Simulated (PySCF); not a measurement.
B(OH)(SeH)2 (BH₃OSe₂), SMILES [SeH]B([SeH])O. Atoms are numbered in the order given.

```xyz
7

B      0.6785     0.0017     0.0000
O      2.0264     0.0852     0.0000
H      2.4879    -0.7586     0.0000
Se    -0.3553    -1.6653     0.0000
H      0.8087    -2.5689     0.0000
Se    -0.2707     1.7100     0.0000
H     -1.6150     1.1159     0.0000
```

Coordinates come from a PBE0-D3(BJ)/def2-SVP optimisation. The structure was generated by enumeration, and PubChem lists no compound with its InChIKey, so it may never have been made. The values are those of a single conformer.

The numbers are results of PySCF with PBE0/pcSseg-1, not measurements.

GIAO shieldings, no solvent; atoms listed in one row are averaged. δ = σ(ref) − σ: ¹¹B against BF3 (σ = 88.8 ppm); ¹⁷O against H2O (σ = 334.2 ppm); ¹H against TMS (σ = 31.56 ppm); ⁷⁷Se against Me2Se (σ = 1740.1 ppm), references at their B3LYP-D3(BJ)/def2-TZVP geometries, non-relativistic.

Computed chemical shifts:
```csv
nucleus,atoms,count,δ (ppm)
¹¹B,B1,1,41.0
¹⁷O,O2,1,181.1
¹H,H3,1,5.11
¹H,"H5, H7",2,1.96
⁷⁷Se,Se4,1,-123.1
⁷⁷Se,Se6,1,-127.9
```
